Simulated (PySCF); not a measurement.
A calculated (wB97M-V, PySCF 2.14, def2-QZVPPD, the non-relativistic Hamiltonian (point nucleus)) atom or ion has these occupied shells.

```json
{"shell": "1s α", "electrons": "1", "orbital energy (eV)": "-7596.8", "rms radius, mean of both spins (bohr)": "0.0659"}
{"shell": "1s β", "electrons": "1", "orbital energy (eV)": "-7596.7", "rms radius, mean of both spins (bohr)": "0.0659"}
{"shell": "2s α", "electrons": "1", "orbital energy (eV)": "-933.24", "rms radius, mean of both spins (bohr)": "0.280"}
{"shell": "2s β", "electrons": "1", "orbital energy (eV)": "-930.19", "rms radius, mean of both spins (bohr)": "0.280"}
{"shell": "2p α", "electrons": "3", "orbital energy (eV)": "-811.80", "rms radius, mean of both spins (bohr)": "0.250"}
{"shell": "2p β", "electrons": "3", "orbital energy (eV)": "-809.35", "rms radius, mean of both spins (bohr)": "0.250"}
{"shell": "3s α", "electrons": "1", "orbital energy (eV)": "-138.81", "rms radius, mean of both spins (bohr)": "0.833"}
{"shell": "3s β", "electrons": "1", "orbital energy (eV)": "-132.94", "rms radius, mean of both spins (bohr)": "0.833"}
{"shell": "3p α", "electrons": "3", "orbital energy (eV)": "-102.14", "rms radius, mean of both spins (bohr)": "0.879"}
{"shell": "3p β", "electrons": "3", "orbital energy (eV)": "-95.713", "rms radius, mean of both spins (bohr)": "0.879"}
{"shell": "3d α", "electrons": "5", "orbital energy (eV)": "-42.165", "rms radius, mean of both spins (bohr)": "1.06"}
{"shell": "3d β", "electrons": "1", "orbital energy (eV)": "-37.963", "rms radius, mean of both spins (bohr)": "1.06"}
{"shell": "4p α", "electrons": "1", "orbital energy (eV)": "-20.641", "rms radius, mean of both spins (bohr)": "2.90"}
```

Q: Name the element and its charge.

A: Co²⁺ (cobalt, charge +2), in [Ar] 3d6 4p1, one real determinant (an excited configuration).
